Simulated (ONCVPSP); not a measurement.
# B (Z = 5): variants of one ONCV potential

Base potential:

- Element: B (Z = 5)
- Generator: ONCVPSP 4.0.1
- Type: optimised norm-conserving Vanderbilt (ONCV)
- Functional: PBE
- Relativity: scalar-relativistic
- Frozen core: [He]
- Valence charge: 3
- Reference configuration: 2s2 2p1
- Partial waves: 2s: rc 1.20 bohr, ncon 3, nbas 6, qcut 6.7 1/bohr, 2 projectors, debl 3 Ha; 2p: rc 2.75 bohr, ncon 4, nbas 7, qcut 6 1/bohr, 3 projectors, debl 1.9 Ha
- Local potential: polynomial inside 0.95 bohr (lpopt 4, dvloc0 0 Ha)
- Core correction: polynomial model core, fcfact 0.7

Cutoffs, loose and tight: the cutoffs (Ha) at which the residual kinetic energy of the hardest occupied pseudo-wave falls to 1 and 0.1 mHa per electron. They do not see the model core or the augmentation charge, which bear on the density cutoff. Test errors are all-electron minus pseudo excitation energies from the reference, over the configurations 2s2 2p0; 2s1 2p0; 2s2 2p0.5; 2s0 2p3. A dash means not determined; rows that change the core or the reference have their own tests.

```tsv
change	outcome	cutoff, loose	cutoff, tight	bound ghosts	GHOST(+) flags above zero	largest test error (meV)
base	generated	13 Ha	17 Ha	none	none	+147
local potential polynomial inside 0.95 bohr (lpopt 4, dvloc0 4.5 Ha)	generated	13 Ha	17 Ha	none	none	+147
p: ncon 3, nbas 6	generated	13 Ha	17 Ha	none	none	+170
p: qcut 5.9	generated	13 Ha	17 Ha	none	none	+151
s: debl 2	generated	13 Ha	17 Ha	none	none	+147
s: nproj 1	generated	13 Ha	17 Ha	none	none	+158
core correction polynomial model core, fcfact 1.28	generated	13 Ha	17 Ha	none	none	+143
s: nproj 0; local potential the s channel	generated	13 Ha	17 Ha	none	none	+153
```

Problem. What comes out with this change to the base: all radii but the core radius scaled by about 0.83 (s 1.00, p 2.28 bohr); local potential polynomial inside 0.80 bohr (lpopt 4, dvloc0 0 Ha)?

Solution. outcome: generated; cutoff, loose: 13 Ha; cutoff, tight: 131 Ha; bound ghosts: none; GHOST(+) flags above zero: s; largest test error (meV): +91.

Problem. What comes out with this change to the base: s: qcut 4.6?

Solution. outcome: generated; cutoff, loose: 12 Ha; cutoff, tight: 49 Ha; bound ghosts: none; GHOST(+) flags above zero: none; largest test error (meV): +143.
